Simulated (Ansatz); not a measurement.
C$_{3}$H$_{7}$O$_{2}$ (SMILES COC[CH]O), doublet, geometry from GFN2-xTB. Base run: R2SCAN/def2-SVP (Ansatz, a first-principles code).

The Ansatz input:
Ansatz 0.2 input:
```yaml
crystal:
  periodic: [false, false, false]
  atoms:
    - {symbol: C, position_ang: [1.94619892, 0.86606572, 0.18885141]}
    - {symbol: O, position_ang: [0.59022519, 0.52583716, 0.28955219]}
    - {symbol: C, position_ang: [0.15628695, -0.35495568, -0.72677514]}
    - {symbol: C, position_ang: [-1.29230339, -0.62643041, -0.51925532]}
    - {symbol: O, position_ang: [-1.82019372, -0.49210313, 0.72964401]}
    - {symbol: H, position_ang: [2.15863515, 1.37589211, -0.75851598]}
    - {symbol: H, position_ang: [2.16141740, 1.53677599, 1.01835714]}
    - {symbol: H, position_ang: [2.58511519, -0.02316283, 0.26128712]}
    - {symbol: H, position_ang: [0.76405915, -1.28675436, -0.68747395]}
    - {symbol: H, position_ang: [0.32260412, 0.08736248, -1.72414028]}
    - {symbol: H, position_ang: [-1.82534441, -1.30066663, -1.16232094]}
    - {symbol: H, position_ang: [-1.18783320, 0.03260304, 1.24231141]}
basis:
  gaussian:
    orbitals: def2-SVP
hamiltonian:
  xc: r2scan
magnetization: {spin_polarized: true, initial_magnetization: 1}
```

Variants of this job, named by their change:

| change | ΔE vs base (µEh) |
|---|---|
| base | 0.0 |
| lower_state_search = full | 0.0 |
| final_grid = 4, 8, 17 | -3960 |
| point_charge = charge:-1.0 position_ang:-1.4375, 2.6517, 4.6472 | -679 |
| forces = on | 0.0 |
| point_charge = charge:1.0 position_ang:-0.8935, 4.6109, -3.4123 | -1649 |
| fitting.mean_field = def2-universal-JKFIT | -108 |
| final_grid = 6, 12, 29 | -105 |
| point_charge = charge:0.5 position_ang:-0.8059, -3.636, 4.1359 | -2031 |
| accuracy = high | 1.0 |
| lower_state_search = light | 0.0 |
